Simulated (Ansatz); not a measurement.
C₂H₈OSn⁺, that is SnH2Me(OMe) with one electron fewer, relaxed as a doublet with UKS PBE-D4/def2-SVP in Ansatz, starting from the PBE-D4/def2-SVP geometry of the neutral singlet. Force threshold 0.02 eV/Å.

In the def2 sets Sn takes a core potential; there is no spin–orbit coupling.

Start:

```xyz
12

Sn   -0.8439    0.1219   -0.2121
H    -1.5855    1.3860    0.7245
H    -1.0675    0.4084   -1.9129
C    -1.3909   -1.8641    0.4187
H    -2.4869   -2.0030    0.3516
H    -1.0637   -2.0092    1.4655
H    -0.8846   -2.6039   -0.2293
O     1.1433    0.1745    0.1592
C     1.8683    1.3439   -0.1320
H     1.8476    1.6289   -1.2149
H     2.9362    1.1762    0.1353
H     1.5275    2.2404    0.4464
```

Question: Estimate the energy that the relaxation releases and the steps that it takes.

Answer: 49.3 kJ/mol, in 24 steps; 51 s on 4 threads of Arm Neoverse V2 on a shared host. No frequencies were taken in this run, so the end may be a saddle point.

Question: Does the start keep its bonding?

Answer: By distances, no bond broke or formed. The bond that changes most is Sn1–O8, from 2.02 to 2.16 Å (atoms count from 1).

Question: Predict the relaxed structure.

Answer: 
```
atom    x (Å)    y (Å)    z (Å)
 Sn1  -1.2483   0.2832  -0.2214
  H2  -2.1792   1.2890   0.8131
  H3  -1.0778   0.6763  -1.8844
  C4  -1.1465  -1.8026   0.3719
  H5  -2.1712  -2.2006   0.2309
  H6  -0.8506  -1.8430   1.4362
  H7  -0.4220  -2.3204  -0.2828
  O8   0.6830   0.8715   0.5335
  C9   1.8207   1.1748  -0.1587
 H10   1.7480   1.1536  -1.2665
 H11   2.6635   0.5332   0.2274
 H12   2.1803   2.1851   0.2009
```
Bond lengths: 1 × O–Sn 2.16 Å; 1 × C–Sn 2.17 Å; 1 × C–O 1.37 Å; 6 × C–H 1.11 to 1.13 Å; 2 × H–Sn 1.72 Å.
